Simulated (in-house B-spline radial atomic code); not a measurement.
Ionisation energies with and without relativity, with size and susceptibility from the Dirac run. Dirac energy differences include first-order Breit, QED and recoil terms. NIST's values go from ground level to ground level; the uncertainty of those that are theory runs from under 0.1 % in few-electron ions to several per cent in heavy many-electron ones. Computed with a radial B-spline atomic code at the basis-set limit: non-relativistic Hartree-Fock and Dirac-Hartree-Fock, averages of the configuration (point nuclei without relativity, finite nuclei with it).

```json
{"ion": "Al3+", "configuration": "[He] 2s2 2p6", "configuration after": "[He] 2s2 2p5", "ionisation non-relativistic (eV)": "118.57", "ionisation Dirac Breit and QED (eV)": "118.54", "tabulated value (eV)": "119.9924", "radius at density 0.001 (bohr)": "1.948", "diamagnetic susceptibility (10⁻⁶ cm³/mol)": "-2.8725"}
{"ion": "Si3+", "configuration": "[Ne] 3s1", "configuration after": "[He] 2s2 2p6", "ionisation non-relativistic (eV)": "44.64", "ionisation Dirac Breit and QED (eV)": "44.73", "tabulated value (eV)": "45.14179", "radius at density 0.001 (bohr)": "3.045", "diamagnetic susceptibility (10⁻⁶ cm³/mol)": "-5.4365"}
{"ion": "P3+", "configuration": "[Ne] 3s2", "configuration after": "[Ne] 3s1", "ionisation non-relativistic (eV)": "49.69", "ionisation Dirac Breit and QED (eV)": "49.80", "tabulated value (eV)": "51.44387", "radius at density 0.001 (bohr)": "3.102", "diamagnetic susceptibility (10⁻⁶ cm³/mol)": "-7.053"}
{"ion": "S3+", "configuration": "[Ne] 3s2 3p1", "configuration after": "[Ne] 3s2", "ionisation non-relativistic (eV)": "46.47", "ionisation Dirac Breit and QED (eV)": "46.46", "tabulated value (eV)": "47.222", "radius at density 0.001 (bohr)": "3.116", "diamagnetic susceptibility (10⁻⁶ cm³/mol)": "-8.3932"}
{"ion": "Cl3+", "configuration": "[Ne] 3s2 3p2", "configuration after": "[Ne] 3s2 3p1", "ionisation non-relativistic (eV)": "51.45", "ionisation Dirac Breit and QED (eV)": "51.44", "tabulated value (eV)": "53.24", "radius at density 0.001 (bohr)": "3.059", "diamagnetic susceptibility (10⁻⁶ cm³/mol)": "-9.1835"}
{"ion": "Ar3+", "configuration": "[Ne] 3s2 3p3", "configuration after": "[Ne] 3s2 3p2", "ionisation non-relativistic (eV)": "56.53", "ionisation Dirac Breit and QED (eV)": "56.53", "tabulated value (eV)": "59.58", "radius at density 0.001 (bohr)": "2.979", "diamagnetic susceptibility (10⁻⁶ cm³/mol)": "-9.6308"}
{"ion": "K3+", "configuration": "[Ne] 3s2 3p4", "configuration after": "[Ne] 3s2 3p3", "ionisation non-relativistic (eV)": "61.73", "ionisation Dirac Breit and QED (eV)": "61.73", "tabulated value (eV)": "60.917", "radius at density 0.001 (bohr)": "2.893", "diamagnetic susceptibility (10⁻⁶ cm³/mol)": "-9.8577"}
{"ion": "Ca3+", "configuration": "[Ne] 3s2 3p5", "configuration after": "[Ne] 3s2 3p4", "ionisation non-relativistic (eV)": "67.04", "ionisation Dirac Breit and QED (eV)": "67.05", "tabulated value (eV)": "67.2732", "radius at density 0.001 (bohr)": "2.806", "diamagnetic susceptibility (10⁻⁶ cm³/mol)": "-9.94"}
```
